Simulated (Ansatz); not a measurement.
Geometry optimisation, RKS B3LYP/def2-SVP (Ansatz 0.2.0).

input.yaml

```yaml
crystal:
  periodic: [false, false, false]
  atoms:
    - { symbol: Ge, position_ang: [0.0, 0.0, 0.0] }
    - { symbol: H, position_ang: [0.0, 0.0, 1.9] }
    - { symbol: H, position_ang: [1.4616, 0.0, -0.5162] }
    - { symbol: C, position_ang: [-0.9232, 1.5994, -0.6527] }
    - { symbol: H, position_ang: [-1.9758, 1.3458, -0.8971] }
    - { symbol: H, position_ang: [-0.9048, 2.384, 0.1322] }
    - { symbol: H, position_ang: [-0.4128, 1.976, -1.5636] }
    - { symbol: H, position_ang: [-0.73, -1.2648, -0.5162] }
    - { symbol: Si, position_ang: [1.3622, -2.0686, 0.823] }
    - { symbol: H, position_ang: [0.5435, -3.2713, 0.7008] }
    - { symbol: H, position_ang: [2.5654, -2.215, 0.0091] }
    - { symbol: H, position_ang: [1.7408, -1.8783, 2.2202] }
    - { symbol: H, position_ang: [0.5335, -0.8101, 1.9684] }
basis:
  gaussian: { orbitals: def2-SVP }
hamiltonian:
  xc: b3lyp
relax:
  f_tol: 0.15
  max_steps: 25
  restrain:
    - { distance: [0, 8], at: 3.51, k: 30.0 }
    - { distance: [12, 1], at: 1.86, k: 30.0 }
    - { distance: [0, 1], at: 1.55, k: 30.0 }
    - { distance: [12, 8], at: 1.46, k: 30.0 }
```

Run as:

```bash
$ ansatz run input.yaml --threads 4 --pin off --max-ram 5120MiB --backend cpu --events-out ev --progress --plain --runs-dir out
```

Question: Where does it end, and by what steps?

Answer: The run converged. The restraints hold the end off the free minimum; the threshold counts their pulls, which the force column leaves out. Restrained pairs: Ge1–Si9 (2.61 → 3.52 Å), H2–H13 (0.97 → 1.87 Å), Ge1–H2 (1.90 → 1.55 Å), Si9–H13 (1.89 → 1.47 Å). After 10 steps the energy has fallen by 5.356 eV (the restraints' own energy left out); H12 moved furthest, 1.34 Å.

| step | energy less start (eV) | largest force component (eV/Å) | accepted |
| --- | --- | --- | --- |
| 0 | 0.0000 | 2.288 | yes |
| 1 | -1.0199 | 2.705 | yes |
| 2 | -1.6697 | 4.453 | yes |
| 3 | -2.8771 | 3.945 | yes |
| 4 | -3.8488 | 2.338 | yes |
| 5 | -4.5170 | 1.233 | yes |
| 6 | -4.9545 | 0.811 | yes |
| 7 | -5.2052 | 0.432 | yes |
| 8 | -5.3040 | 0.578 | yes |
| 9 | -5.3403 | 0.571 | yes |
| 10 | -5.3561 | 0.610 | yes |

```xyz
13
Properties=species:S:1:pos:R:3
Ge -0.065 0.330 -0.053
H -0.264 0.198 1.475
H 1.439 0.557 -0.316
C -1.117 1.811 -0.818
H -2.194 1.612 -0.719
H -0.883 2.749 -0.292
H -0.877 1.939 -1.884
H -0.482 -1.020 -0.684
Si 1.534 -2.465 1.381
H 0.581 -3.521 0.930
H 2.405 -2.077 0.238
H 2.392 -3.019 2.469
H 0.792 -1.297 1.881
```

Run time: 8.4 s on 4 threads of AMD EPYC 9R45 96-Core Processor (Zen 5) (shared host), peak memory 0.29 GiB.
